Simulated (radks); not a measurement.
Values are calculated unless marked as measured or tabulated.
Problem. Er+, 67 electrons, occupied as [Xe] 4f12 6s1. Level of theory: non-relativistic Kohn-Sham, TPSS, spin-polarised, spherical densities, point nucleus; open shells are filled with parallel spins first (spin-orbit coupling, left out, can overturn this in heavy ions); meta-GGA in the generalised Kohn-Sham scheme; relativity is left out, which matters for an element this heavy (a radial shooting solver on a logarithmic mesh with Libxc functionals). Some entries of the table are withheld. Estimate them.

orbital,occ.,eigenvalue (hartree),<r^2> (bohr^2)
1s up,1,-1965.077,0.0006639
1s down,1,-1965.077,0.0006639
2s up,1,-316.9566,0.01049
2s down,1,-316.9559,0.01049
2p up,3,-302.4164,0.007784
2p down,3,-302.4159,0.007784
3s up,1,-70.72439,0.06688
3s down,1,-70.69065,0.06685
3p up,3,-64.14712,0.06233
3p down,3,-64.11552,0.06229
3d up,5,-51.93789,0.04925
3d down,5,-51.91355,0.04921
4s up,1,-13.79077,0.3357
4s down,1,-13.72468,0.3359
4p up,3,-11.14801,0.3527
4p down,3,-11.08122,0.3529
4d up,5,-6.41052,0.3982
4d down,5,-6.34265,0.3988
5s up,1,-1.87072,2.080
5s down,1,-1.84240,2.096
5p up,3,-1.18006,2.704
5p down,3,-1.15638,2.719
4f up,7,-0.52305,0.8103
4f down,5,-0.46071,0.8443
6s up,1,-0.31628,(1)
6s down,0,-0.28134,(2)

Solution. 
(1) 6s up <r^2> (bohr^2): 17.06
(2) 6s down <r^2> (bohr^2): 16.46
